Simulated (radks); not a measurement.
Problem. The lithium anion Li-, [He] 2s2, held by a Watson sphere: a shell of charge +0.96 at radius R that stands for the Madelung well of a crystal (potential energy -0.96/R inside, -0.96/r outside, in hartree with lengths in bohr). Method: scalar-relativistic Kohn-Sham, PBEsol, spin-polarised, spherical densities, finite nucleus; Fermi nuclear charge, rms radius of each element as measured or else 0.836 A^(1/3) + 0.57 fm; computed with a radial shooting solver on a logarithmic mesh with Libxc functionals. Response by self-consistent Sternheimer equations with the Hartree and adiabatic LDA kernel, the relativistic mass of each level held fixed and spin-orbit coupling left out. The sphere does not respond.

R (bohr)  e(1s) (eV)  e(2s) (eV)  <r> 2s (bohr)  sum of <r^2> (bohr^2)  X-ray form factor at sin(theta)/lambda = 0.3 1/angstrom  alpha (bohr^3)
1.84         -53.355      -4.298          3.210                  25.31                                                    1.471           85.40
2.36         -51.403      -4.099          3.376                  27.71                                                    1.475           98.25
3.28         -50.138      -3.675          3.713                  33.12                                                    1.490           132.9
3.7          -49.914      -3.479          3.866                  35.83                                                    1.495           153.0

Estimate the row for R = 1.73 bohr.

Solution. e(1s) (eV) -54.006; e(2s) (eV) -4.333; <r> 2s (bohr) 3.180; sum of <r^2> (bohr^2) 24.89; X-ray form factor at sin(theta)/lambda = 0.3 1/angstrom 1.471; alpha (bohr^3) 83.37.
